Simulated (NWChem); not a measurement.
# KF; SMILES [K][F]

Results from NWChem. Structure relaxed at the PBE0/def2-SVP level. Ions are spin-unrestricted doublets at the neutral geometry; other ion states weren't tried.

For level PBE/def2-SVP:

```
Item           Value
-------------  -----
−ε(HOMO) (eV)   3.97
```

What are these values for level B3LYP/def2-SVP?

The −ε(HOMO) (eV) is 5.43.
